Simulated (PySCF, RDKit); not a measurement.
Dimer: GeH4 (SMILES [GeH4]) (first 5 atoms) with CH2F2 (SMILES FCF); geometry from B3LYP-D3(BJ)/def2-TZVP, rigid monomers moved along the line of their centres of mass till Ge1···F6 is 3.89 Å.
(charge 0, multiplicity 1):
```xyz
10

Ge    -0.70011     0.53473     0.34687
H     -0.86038     0.61856    -1.18010
H     -0.37539    -0.91920     0.72698
H     -2.01310     0.95637     1.01988
H      0.44309     1.45177     0.79628
F     -0.11076    -0.05759     4.14253
C      0.78210    -1.08563     4.22258
F      1.98315    -0.64925     3.75429
H      0.43269    -1.90001     3.58679
H      0.89447    -1.36690     5.27071
```

Monomers are frozen at their geometry in the pair; levels with a basis set take the counterpoise correction. Rows marked so take none. RDKit's UFF carries no charges.

Rows in 3-21G, STO-3G carry no dispersion term and start afresh at each structure; the Pople sets are all-electron and without relativity.

Codes used: PySCF for 3-21G rows, STO-3G rows; RDKit for the force fields. Each number belongs to the level named beside it.

### Question
One of these levels gives -2.06 kcal/mol for the interaction energy. Which one is it?
A) UFF
B) HF/3-21G (no counterpoise)
C) HF/STO-3G (no counterpoise)

### Answer
B, HF/3-21G (no counterpoise). The others give -0.77 (UFF), -0.08 (HF/STO-3G (no counterpoise))
